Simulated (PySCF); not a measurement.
Al(Me)2(vinyl) (C4H9Al), SMILES C=[CH][Al]([CH3])[CH3].

Geometry optimised at B3LYP-D3(BJ)/def2-SVP. The structure was generated by enumeration; whether it is a known compound was not checked. Other conformers were not sampled.

Calculation: B3LYP-D3(BJ)/def2-SVP (PySCF).

Frequencies are harmonic and unscaled.

A small imaginary wavenumber (i) marks a very flat motion, where grid noise or a shallow saddle decides the sign.

Computed normal modes with their intensities:
```json
[
 {"mode": "1", "ν (cm⁻¹)": "26i", "IR (km/mol)": "0.0", "Raman (Å⁴/amu)": "0.0", "depolarisation": "–", "moving atoms (share of kinetic energy)": "H 98 %"},
 {"mode": "2", "ν (cm⁻¹)": "34", "IR (km/mol)": "0.0", "Raman (Å⁴/amu)": "0.0", "depolarisation": "–", "moving atoms (share of kinetic energy)": "H 95 %"},
 {"mode": "3", "ν (cm⁻¹)": "78", "IR (km/mol)": "0.0", "Raman (Å⁴/amu)": "5.3", "depolarisation": "0.75", "moving atoms (share of kinetic energy)": "C 57 %, H 37 %"},
 {"mode": "4", "ν (cm⁻¹)": "119", "IR (km/mol)": "1.0", "Raman (Å⁴/amu)": "1.5", "depolarisation": "0.67", "moving atoms (share of kinetic energy)": "C 58 %, H 30 %, Al 12 %"},
 {"mode": "5", "ν (cm⁻¹)": "163", "IR (km/mol)": "3.6", "Raman (Å⁴/amu)": "1.7", "depolarisation": "0.75", "moving atoms (share of kinetic energy)": "C 52 %, H 37 %, Al 11 %"},
 {"mode": "6", "ν (cm⁻¹)": "188", "IR (km/mol)": "5.0", "Raman (Å⁴/amu)": "1.3", "depolarisation": "0.75", "moving atoms (share of kinetic energy)": "H 43 %, Al 42 %, C 15 %"},
 {"mode": "7", "ν (cm⁻¹)": "296", "IR (km/mol)": "9.3", "Raman (Å⁴/amu)": "5.0", "depolarisation": "0.48", "moving atoms (share of kinetic energy)": "C 61 %, H 26 %, Al 13 %"},
 {"mode": "8", "ν (cm⁻¹)": "427", "IR (km/mol)": "11.7", "Raman (Å⁴/amu)": "11.2", "depolarisation": "0.75", "moving atoms (share of kinetic energy)": "H 75 %, C 23 %"},
 {"mode": "9", "ν (cm⁻¹)": "515", "IR (km/mol)": "0.1", "Raman (Å⁴/amu)": "25.5", "depolarisation": "0.08", "moving atoms (share of kinetic energy)": "C 75 %, H 25 %"},
 {"mode": "10", "ν (cm⁻¹)": "555", "IR (km/mol)": "0.2", "Raman (Å⁴/amu)": "0.5", "depolarisation": "0.74", "moving atoms (share of kinetic energy)": "H 85 %, C 15 %"},
 {"mode": "11", "ν (cm⁻¹)": "616", "IR (km/mol)": "1.0", "Raman (Å⁴/amu)": "3.2", "depolarisation": "0.44", "moving atoms (share of kinetic energy)": "H 63 %, C 31 %"},
 {"mode": "12", "ν (cm⁻¹)": "643", "IR (km/mol)": "15.5", "Raman (Å⁴/amu)": "1.8", "depolarisation": "0.74", "moving atoms (share of kinetic energy)": "C 43 %, H 37 %, Al 20 %"},
 {"mode": "13", "ν (cm⁻¹)": "679", "IR (km/mol)": "95.4", "Raman (Å⁴/amu)": "0.0", "depolarisation": "–", "moving atoms (share of kinetic energy)": "H 66 %, C 22 %, Al 12 %"},
 {"mode": "14", "ν (cm⁻¹)": "701", "IR (km/mol)": "118.1", "Raman (Å⁴/amu)": "1.5", "depolarisation": "0.62", "moving atoms (share of kinetic energy)": "Al 43 %, C 29 %, H 28 %"},
 {"mode": "15", "ν (cm⁻¹)": "753", "IR (km/mol)": "192.2", "Raman (Å⁴/amu)": "0.4", "depolarisation": "0.57", "moving atoms (share of kinetic energy)": "H 51 %, Al 26 %, C 23 %"},
 {"mode": "16", "ν (cm⁻¹)": "998", "IR (km/mol)": "13.3", "Raman (Å⁴/amu)": "3.5", "depolarisation": "0.57", "moving atoms (share of kinetic energy)": "H 88 %, C 12 %"},
 {"mode": "17", "ν (cm⁻¹)": "999", "IR (km/mol)": "27.0", "Raman (Å⁴/amu)": "0.1", "depolarisation": "0.75", "moving atoms (share of kinetic energy)": "H 73 %, C 27 %"},
 {"mode": "18", "ν (cm⁻¹)": "1065", "IR (km/mol)": "8.4", "Raman (Å⁴/amu)": "0.2", "depolarisation": "0.75", "moving atoms (share of kinetic energy)": "H 92 %"},
 {"mode": "19", "ν (cm⁻¹)": "1216", "IR (km/mol)": "35.2", "Raman (Å⁴/amu)": "0.5", "depolarisation": "0.31", "moving atoms (share of kinetic energy)": "H 79 %, C 21 %"},
 {"mode": "20", "ν (cm⁻¹)": "1216", "IR (km/mol)": "18.9", "Raman (Å⁴/amu)": "1.2", "depolarisation": "0.13", "moving atoms (share of kinetic energy)": "H 80 %, C 20 %"},
 {"mode": "21", "ν (cm⁻¹)": "1273", "IR (km/mol)": "1.7", "Raman (Å⁴/amu)": "9.3", "depolarisation": "0.28", "moving atoms (share of kinetic energy)": "H 71 %, C 28 %"},
 {"mode": "22", "ν (cm⁻¹)": "1420", "IR (km/mol)": "18.8", "Raman (Å⁴/amu)": "31.6", "depolarisation": "0.48", "moving atoms (share of kinetic energy)": "H 80 %, C 20 %"},
 {"mode": "23", "ν (cm⁻¹)": "1425", "IR (km/mol)": "0.4", "Raman (Å⁴/amu)": "13.8", "depolarisation": "0.73", "moving atoms (share of kinetic energy)": "H 96 %"},
 {"mode": "24", "ν (cm⁻¹)": "1429", "IR (km/mol)": "2.2", "Raman (Å⁴/amu)": "6.3", "depolarisation": "0.57", "moving atoms (share of kinetic energy)": "H 94 %"},
 {"mode": "25", "ν (cm⁻¹)": "1430", "IR (km/mol)": "0.8", "Raman (Å⁴/amu)": "10.9", "depolarisation": "0.71", "moving atoms (share of kinetic energy)": "H 95 %"},
 {"mode": "26", "ν (cm⁻¹)": "1432", "IR (km/mol)": "2.5", "Raman (Å⁴/amu)": "7.4", "depolarisation": "0.73", "moving atoms (share of kinetic energy)": "H 95 %"},
 {"mode": "27", "ν (cm⁻¹)": "1640", "IR (km/mol)": "27.3", "Raman (Å⁴/amu)": "15.0", "depolarisation": "0.06", "moving atoms (share of kinetic energy)": "C 80 %, H 20 %"},
 {"mode": "28", "ν (cm⁻¹)": "3007", "IR (km/mol)": "6.0", "Raman (Å⁴/amu)": "106.4", "depolarisation": "0.01", "moving atoms (share of kinetic energy)": "H 97 %"},
 {"mode": "29", "ν (cm⁻¹)": "3010", "IR (km/mol)": "3.5", "Raman (Å⁴/amu)": "168.3", "depolarisation": "0.00", "moving atoms (share of kinetic energy)": "H 97 %"},
 {"mode": "30", "ν (cm⁻¹)": "3079", "IR (km/mol)": "10.3", "Raman (Å⁴/amu)": "106.2", "depolarisation": "0.75", "moving atoms (share of kinetic energy)": "H 91 %, C 9 %"},
 {"mode": "31", "ν (cm⁻¹)": "3083", "IR (km/mol)": "28.8", "Raman (Å⁴/amu)": "83.2", "depolarisation": "0.46", "moving atoms (share of kinetic energy)": "H 94 %"},
 {"mode": "32", "ν (cm⁻¹)": "3084", "IR (km/mol)": "9.4", "Raman (Å⁴/amu)": "81.9", "depolarisation": "0.75", "moving atoms (share of kinetic energy)": "H 91 %, C 9 %"},
 {"mode": "33", "ν (cm⁻¹)": "3097", "IR (km/mol)": "15.1", "Raman (Å⁴/amu)": "206.7", "depolarisation": "0.19", "moving atoms (share of kinetic energy)": "H 92 %"},
 {"mode": "34", "ν (cm⁻¹)": "3107", "IR (km/mol)": "12.8", "Raman (Å⁴/amu)": "97.8", "depolarisation": "0.72", "moving atoms (share of kinetic energy)": "H 91 %, C 9 %"},
 {"mode": "35", "ν (cm⁻¹)": "3108", "IR (km/mol)": "14.0", "Raman (Å⁴/amu)": "111.4", "depolarisation": "0.73", "moving atoms (share of kinetic energy)": "H 91 %, C 9 %"},
 {"mode": "36", "ν (cm⁻¹)": "3169", "IR (km/mol)": "21.4", "Raman (Å⁴/amu)": "102.2", "depolarisation": "0.64", "moving atoms (share of kinetic energy)": "H 89 %, C 11 %"}
]
```
